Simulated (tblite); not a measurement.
A geometry optimisation, step by step.

Compound: C₆H₁₁N₃.
Numbering: `[CH3:1][c:2]1[cH:3][n:4][n:5]([CH:6]([CH3:7])[CH3:8])[n:9]1` (hydrogens: H10, H11, H12 on C1; H13 on C3; H14 on C6; H15, H16, H17 on C7; H18, H19, H20 on C8)

Computed with GFN2-xTB (tblite), gas phase: L-BFGS steps from a force-field or distance-geometry start until the largest atomic force falls under 0.01 eV/Å. 10 of its 98 geometries are shown.

Step 0: E = -739.9291 eV, largest atomic force 3.732 eV/Å
```
atom  x, y, z in Å  |  force x, y, z in eV/Å
C1      3.506   -0.384   -0.248   -0.272   0.772   0.259
C2      2.027   -0.106   -0.459    0.702  -0.519   0.653
C3      1.461    0.489   -1.561   -2.263   0.199   0.220
N4      0.120    0.541   -1.331   -0.313   0.351  -0.719
N5     -0.131   -0.009   -0.126    3.253   0.147  -1.823
C6     -1.414   -0.176    0.529    0.689   0.109   1.015
C7     -2.039    1.183    0.752    0.996   1.722   0.320
C8     -2.383   -1.003   -0.217   -2.229  -2.187  -0.019
N9      1.038   -0.390    0.373   -0.278  -1.144   2.349
H10     3.711   -0.746    0.766   -0.229  -0.041  -0.354
H11     3.894   -1.093   -0.990   -0.270   0.183   0.252
H12     4.071    0.577   -0.365   -0.483  -0.721  -0.011
H13     1.992    0.845   -2.420   -0.573   0.135  -0.153
H14    -1.280   -0.639    1.549    0.606   0.178  -1.048
H15    -2.024    1.432    1.837   -0.226   0.023  -0.809
H16    -3.044    1.276    0.343    0.243   0.017   0.156
H17    -1.360    1.910    0.232   -0.908  -0.233   0.476
H18    -2.167   -2.118   -0.196    0.087   1.328  -0.378
H19    -3.367   -0.924    0.346    0.965  -0.147  -0.548
H20    -2.618   -0.653   -1.227    0.504  -0.172   0.159
```

Step 11: E = -740.6831 eV, largest atomic force 0.273 eV/Å
```
atom  x, y, z in Å  |  force x, y, z in eV/Å
C1      3.446   -0.371   -0.214   -0.141   0.007  -0.016
C2      1.990   -0.131   -0.414    0.074   0.050  -0.190
C3      1.374    0.474   -1.525    0.052  -0.019  -0.068
N4      0.067    0.496   -1.327    0.031  -0.078   0.260
N5     -0.094   -0.070   -0.153   -0.047  -0.022   0.086
C6     -1.364   -0.160    0.528   -0.042   0.012  -0.001
C7     -1.965    1.248    0.749    0.103  -0.165   0.002
C8     -2.373   -1.034   -0.228    0.132   0.074   0.081
N9      1.023   -0.462    0.432   -0.168   0.108  -0.094
H10     3.649   -0.759    0.781   -0.096  -0.012  -0.035
H11     3.803   -1.083   -0.960    0.011  -0.003   0.067
H12     3.993    0.561   -0.351   -0.002  -0.007   0.013
H13     1.812    0.875   -2.415    0.011  -0.007  -0.017
H14    -1.105   -0.640    1.486   -0.157   0.146  -0.169
H15    -1.993    1.486    1.807   -0.048   0.038   0.014
H16    -2.974    1.287    0.344    0.065   0.046   0.092
H17    -1.381    2.013    0.245    0.073  -0.086  -0.040
H18    -2.065   -2.074   -0.262    0.133  -0.014  -0.069
H19    -3.315   -0.979    0.306   -0.135  -0.086   0.032
H20    -2.532   -0.668   -1.241    0.149   0.019   0.051
```

Step 22: E = -740.7290 eV, largest atomic force 0.054 eV/Å
```
atom  x, y, z in Å  |  force x, y, z in eV/Å
C1      3.403   -0.378   -0.215    0.035  -0.011   0.009
C2      1.962   -0.130   -0.452   -0.005  -0.007   0.007
C3      1.326    0.470   -1.546   -0.025  -0.013  -0.028
N4      0.024    0.495   -1.308   -0.020   0.018   0.020
N5     -0.107   -0.064   -0.131    0.001   0.024   0.037
C6     -1.369   -0.153    0.559   -0.039   0.008  -0.017
C7     -1.940    1.260    0.761   -0.011   0.016   0.020
C8     -2.322   -1.041   -0.234   -0.020  -0.037  -0.021
N9      1.014   -0.452    0.423    0.022   0.004   0.031
H10     3.535   -0.764    0.790    0.043  -0.013   0.026
H11     3.793   -1.100   -0.931   -0.007  -0.029  -0.019
H12     3.966    0.547   -0.328    0.019   0.012   0.016
H13     1.744    0.870   -2.446   -0.003  -0.002  -0.052
H14    -1.132   -0.620    1.521   -0.018   0.014  -0.031
H15    -1.959    1.529    1.813    0.013   0.015   0.013
H16    -2.950    1.332    0.369    0.014  -0.023   0.006
H17    -1.324    1.983    0.231   -0.043   0.011   0.001
H18    -1.935   -2.054   -0.304    0.045  -0.015  -0.026
H19    -3.292   -1.081    0.254    0.007   0.020   0.007
H20    -2.442   -0.640   -1.237   -0.008   0.008   0.001
```

Step 32: E = -740.7354 eV, largest atomic force 0.078 eV/Å
```
atom  x, y, z in Å  |  force x, y, z in eV/Å
C1      3.407   -0.389   -0.215    0.016  -0.003   0.000
C2      1.965   -0.128   -0.451   -0.014   0.003   0.028
C3      1.321    0.457   -1.550   -0.033  -0.003  -0.004
N4      0.022    0.501   -1.294   -0.034  -0.003  -0.034
N5     -0.102   -0.034   -0.106    0.019  -0.008  -0.001
C6     -1.374   -0.139    0.564    0.008  -0.020  -0.030
C7     -1.954    1.268    0.769   -0.029   0.017   0.018
C8     -2.302   -1.036   -0.250   -0.032  -0.042  -0.028
N9      1.022   -0.423    0.441    0.047  -0.013   0.031
H10     3.549   -0.781    0.788   -0.034  -0.007   0.014
H11     3.789   -1.114   -0.932   -0.010   0.008  -0.031
H12     3.980    0.531   -0.320   -0.004  -0.001  -0.025
H13     1.709    0.833   -2.474    0.069  -0.019   0.031
H14    -1.161   -0.617    1.524    0.049   0.020   0.012
H15    -1.948    1.544    1.819    0.016   0.022   0.027
H16    -2.975    1.321    0.405   -0.027  -0.005  -0.002
H17    -1.363    1.996    0.219   -0.045  -0.008  -0.017
H18    -1.883   -2.035   -0.342    0.037  -0.016   0.009
H19    -3.268   -1.113    0.242   -0.004   0.010  -0.006
H20    -2.439   -0.631   -1.249    0.007   0.069   0.009
```

Step 43: E = -740.7516 eV, largest atomic force 0.058 eV/Å
```
atom  x, y, z in Å  |  force x, y, z in eV/Å
C1      3.406   -0.420   -0.222   -0.010  -0.012   0.020
C2      1.965   -0.120   -0.418    0.031   0.011  -0.042
C3      1.322    0.401   -1.550    0.004   0.030   0.021
N4      0.027    0.486   -1.287    0.012   0.024   0.016
N5     -0.093    0.041   -0.061    0.009  -0.007  -0.012
C6     -1.376   -0.100    0.582    0.003  -0.012  -0.012
C7     -2.022    1.276    0.796    0.005  -0.006   0.003
C8     -2.240   -1.009   -0.288   -0.014   0.002  -0.027
N9      1.030   -0.337    0.502    0.018   0.002  -0.052
H10     3.560   -0.834    0.769    0.006  -0.012   0.017
H11     3.739   -1.140   -0.970    0.012   0.015   0.027
H12     4.007    0.484   -0.329   -0.039  -0.013  -0.004
H13     1.731    0.703   -2.493   -0.037  -0.011   0.043
H14    -1.170   -0.584    1.541    0.010   0.002  -0.013
H15    -1.907    1.602    1.826    0.031   0.041  -0.001
H16    -3.082    1.241    0.561   -0.011  -0.028   0.040
H17    -1.561    2.013    0.146    0.001  -0.031  -0.042
H18    -1.736   -1.958   -0.461   -0.009  -0.019   0.027
H19    -3.195   -1.202    0.192   -0.011  -0.002   0.026
H20    -2.411   -0.533   -1.249   -0.012   0.026  -0.036
```

Step 54: E = -740.7654 eV, largest atomic force 0.594 eV/Å
```
atom  x, y, z in Å  |  force x, y, z in eV/Å
C1      3.388   -0.440   -0.199    0.010  -0.053   0.043
C2      1.953   -0.146   -0.435    0.266   0.052  -0.311
C3      1.325    0.457   -1.544    0.053  -0.067   0.060
N4      0.034    0.558   -1.269    0.083  -0.104   0.193
N5     -0.089    0.047   -0.067   -0.083  -0.094  -0.023
C6     -1.363   -0.117    0.576   -0.073   0.182   0.234
C7     -2.012    1.258    0.786    0.172  -0.501  -0.009
C8     -2.237   -1.004   -0.299    0.148   0.219   0.056
N9      1.019   -0.400    0.472   -0.082   0.247  -0.292
H10     3.486   -0.843    0.806    0.102   0.017  -0.018
H11     3.784   -1.165   -0.913   -0.109   0.071   0.008
H12     3.968    0.478   -0.286    0.052  -0.033   0.020
H13     1.722    0.787   -2.491   -0.036  -0.064   0.326
H14    -1.144   -0.609    1.533   -0.070   0.052  -0.086
H15    -1.667    1.729    1.689    0.174   0.153   0.277
H16    -3.081    1.163    0.822   -0.402  -0.054   0.117
H17    -1.758    1.868   -0.057    0.095   0.407  -0.422
H18    -1.732   -1.940   -0.481   -0.011  -0.271  -0.080
H19    -3.183   -1.173    0.184   -0.292  -0.199   0.166
H20    -2.416   -0.499   -1.238    0.005   0.041  -0.259
```

Step 65: E = -740.8329 eV, largest atomic force 0.105 eV/Å
```
atom  x, y, z in Å  |  force x, y, z in eV/Å
C1      3.409   -0.444   -0.180    0.013  -0.008   0.031
C2      1.978   -0.131   -0.425   -0.008   0.009   0.024
C3      1.358    0.493   -1.516   -0.010   0.020   0.011
N4      0.058    0.562   -1.272   -0.022   0.042   0.022
N5     -0.089    0.011   -0.092   -0.014   0.030  -0.006
C6     -1.373   -0.123    0.548    0.011  -0.021  -0.002
C7     -2.010    1.250    0.764    0.005  -0.010  -0.033
C8     -2.272   -1.007   -0.313   -0.026   0.008   0.014
N9      1.022   -0.421    0.453   -0.012   0.029   0.008
H10     3.513   -0.856    0.819    0.011  -0.031   0.032
H11     3.782   -1.169   -0.902   -0.046   0.017  -0.027
H12     4.018    0.456   -0.256   -0.022   0.023  -0.036
H13     1.775    0.891   -2.418    0.028  -0.041  -0.004
H14    -1.174   -0.597    1.514    0.025  -0.056  -0.007
H15    -1.448    1.839    1.487    0.010  -0.062  -0.028
H16    -3.026    1.119    1.129    0.046   0.051   0.022
H17    -2.043    1.796   -0.176    0.007  -0.046  -0.005
H18    -1.817   -1.976   -0.509    0.078   0.063   0.030
H19    -3.218   -1.177    0.195   -0.034   0.037  -0.039
H20    -2.451   -0.506   -1.262   -0.041  -0.053  -0.008
```

Step 75: E = -740.8429 eV, largest atomic force 0.028 eV/Å
```
atom  x, y, z in Å  |  force x, y, z in eV/Å
C1      3.401   -0.441   -0.170   -0.005  -0.003   0.005
C2      1.972   -0.116   -0.405   -0.007  -0.011  -0.005
C3      1.361    0.515   -1.498   -0.004   0.002   0.006
N4      0.058    0.577   -1.267   -0.002   0.008   0.009
N5     -0.098    0.011   -0.097    0.003   0.001  -0.007
C6     -1.384   -0.131    0.539    0.018  -0.007  -0.001
C7     -1.996    1.249    0.758    0.010  -0.008  -0.009
C8     -2.282   -1.015   -0.322    0.014  -0.008   0.000
N9      1.008   -0.420    0.459   -0.005   0.015  -0.001
H10     3.515   -0.863    0.824    0.001  -0.010   0.008
H11     3.750   -1.164   -0.906    0.004   0.006  -0.003
H12     4.017    0.454   -0.252   -0.014   0.009  -0.015
H13     1.790    0.910   -2.395    0.006  -0.007   0.001
H14    -1.178   -0.617    1.498   -0.011  -0.006   0.010
H15    -1.359    1.850    1.401   -0.003   0.007   0.002
H16    -2.974    1.154    1.222   -0.007   0.006   0.009
H17    -2.103    1.752   -0.199   -0.006   0.012  -0.002
H18    -1.805   -1.976   -0.496   -0.009  -0.025  -0.010
H19    -3.233   -1.183    0.176    0.003   0.015   0.001
H20    -2.462   -0.535   -1.281    0.013   0.004   0.001
```

Step 86: E = -740.8434 eV, largest atomic force 0.019 eV/Å
```
atom  x, y, z in Å  |  force x, y, z in eV/Å
C1      3.401   -0.440   -0.171   -0.002   0.003   0.001
C2      1.971   -0.120   -0.405   -0.007  -0.011   0.000
C3      1.361    0.518   -1.494   -0.004  -0.005  -0.006
N4      0.059    0.581   -1.263   -0.004   0.006  -0.005
N5     -0.098    0.010   -0.096   -0.004  -0.007  -0.002
C6     -1.383   -0.134    0.539    0.000  -0.002   0.002
C7     -1.995    1.247    0.757    0.012   0.003   0.002
C8     -2.283   -1.016   -0.323    0.001   0.000  -0.007
N9      1.007   -0.426    0.458   -0.006   0.005   0.012
H10     3.518   -0.863    0.823    0.006   0.002   0.000
H11     3.754   -1.161   -0.908    0.002   0.009  -0.001
H12     4.007    0.461   -0.255    0.014  -0.009   0.001
H13     1.794    0.913   -2.390    0.000   0.004  -0.004
H14    -1.181   -0.618    1.499   -0.002  -0.012   0.000
H15    -1.351    1.851    1.390   -0.007   0.006   0.001
H16    -2.967    1.155    1.232   -0.004  -0.001   0.003
H17    -2.113    1.748   -0.201   -0.003   0.003  -0.004
H18    -1.819   -1.986   -0.490    0.006  -0.008   0.016
H19    -3.239   -1.167    0.170   -0.002   0.003  -0.006
H20    -2.449   -0.541   -1.286    0.003   0.011  -0.002
```

Step 97: E = -740.8438 eV, largest atomic force 0.009 eV/Å
```
atom  x, y, z in Å  |  force x, y, z in eV/Å
C1      3.402   -0.439   -0.174   -0.004   0.003   0.000
C2      1.970   -0.124   -0.404    0.000   0.003   0.001
C3      1.359    0.513   -1.493    0.003  -0.001  -0.002
N4      0.057    0.577   -1.260    0.003   0.002   0.003
N5     -0.098    0.008   -0.091   -0.001   0.000   0.003
C6     -1.385   -0.134    0.542   -0.003  -0.001   0.001
C7     -1.997    1.247    0.760   -0.005  -0.004  -0.005
C8     -2.280   -1.014   -0.326   -0.001   0.000  -0.002
N9      1.008   -0.428    0.462    0.000   0.006   0.005
H10     3.526   -0.864    0.819   -0.004  -0.001  -0.005
H11     3.757   -1.155   -0.915   -0.005   0.002   0.004
H12     4.005    0.464   -0.258    0.003  -0.004   0.002
H13     1.790    0.909   -2.389   -0.001   0.000  -0.007
H14    -1.187   -0.622    1.502    0.005   0.004   0.004
H15    -1.351    1.857    1.387    0.004  -0.004   0.007
H16    -2.967    1.155    1.242    0.004  -0.005   0.003
H17    -2.123    1.745   -0.198    0.004   0.001  -0.008
H18    -1.823   -1.990   -0.473   -0.004  -0.003   0.001
H19    -3.248   -1.149    0.149    0.000   0.002   0.001
H20    -2.422   -0.545   -1.296    0.002   0.000  -0.005
```

Q: Summarise the path.

A: The energy falls by 0.9148 eV from step 0 to step 97; nine tenths of that is first reached at step 44. It rises by more than 0.2 meV at step 54. The largest force goes from 3.732 to 0.009 eV/Å. Among the bonds C6–C8 changes most (a near tie, within 0.001 Å, with another), from 1.476 to 1.526 Å; the atoms move by 0.393 Å rms after alignment.

Q: Follow the three bonds and two angles with the largest change from start to end.

A: 
| step | E above end (eV) | largest force (eV/Å) | C6–C8 (Å) | C8–H19 (Å) | C8–H18 (Å) | N4–N5–N9 (°) | C2–N9–N5 (°) |
| --- | --- | --- | --- | --- | --- | --- | --- |
| 0 | 0.9148 | 3.732 | 1.476 | 1.136 | 1.136 | 106.8 | 111.2 |
| 4 | 0.2733 | 0.703 | 1.537 | 1.086 | 1.081 | 114.4 | 104.9 |
| 8 | 0.1852 | 0.247 | 1.533 | 1.092 | 1.089 | 114.2 | 105.4 |
| 13 | 0.1430 | 0.195 | 1.526 | 1.085 | 1.086 | 115.0 | 105.0 |
| 17 | 0.1229 | 0.122 | 1.524 | 1.088 | 1.088 | 114.8 | 105.1 |
| 21 | 0.1157 | 0.079 | 1.526 | 1.087 | 1.087 | 114.9 | 105.1 |
| 25 | 0.1131 | 0.058 | 1.526 | 1.087 | 1.088 | 114.8 | 105.1 |
| 30 | 0.1100 | 0.077 | 1.529 | 1.088 | 1.088 | 114.8 | 105.2 |
| 34 | 0.1058 | 0.141 | 1.525 | 1.085 | 1.086 | 114.8 | 105.1 |
| 38 | 0.0979 | 0.090 | 1.527 | 1.087 | 1.089 | 114.9 | 105.0 |
| 42 | 0.0929 | 0.055 | 1.527 | 1.086 | 1.088 | 114.8 | 105.0 |
| 46 | 0.0890 | 0.115 | 1.529 | 1.084 | 1.085 | 115.0 | 105.0 |
| 51 | 0.0759 | 0.165 | 1.528 | 1.090 | 1.092 | 114.8 | 105.2 |
| 55 | 0.0563 | 0.253 | 1.524 | 1.080 | 1.083 | 115.2 | 104.7 |
| 59 | 0.0349 | 0.168 | 1.523 | 1.088 | 1.087 | 114.7 | 105.3 |
| 63 | 0.0150 | 0.094 | 1.528 | 1.087 | 1.088 | 114.8 | 105.2 |
| 67 | 0.0077 | 0.094 | 1.526 | 1.086 | 1.088 | 114.8 | 105.2 |
| 72 | 0.0020 | 0.051 | 1.528 | 1.087 | 1.088 | 114.8 | 105.2 |
| 76 | 0.0009 | 0.026 | 1.526 | 1.086 | 1.087 | 114.9 | 105.1 |
| 80 | 0.0006 | 0.012 | 1.526 | 1.087 | 1.088 | 114.9 | 105.1 |
| 84 | 0.0005 | 0.017 | 1.526 | 1.086 | 1.087 | 114.9 | 105.1 |
| 89 | 0.0003 | 0.021 | 1.527 | 1.087 | 1.088 | 114.9 | 105.1 |
| 93 | 0.0001 | 0.014 | 1.526 | 1.086 | 1.087 | 114.9 | 105.1 |
| 97 | 0.0000 | 0.009 | 1.526 | 1.086 | 1.088 | 114.9 | 105.1 |

What follows is the cost of the whole relaxation. The run took 0.52 s on an Arm Neoverse V2 with one thread, no GPU, shared host with 96 logical CPUs at a one-minute load of 16.
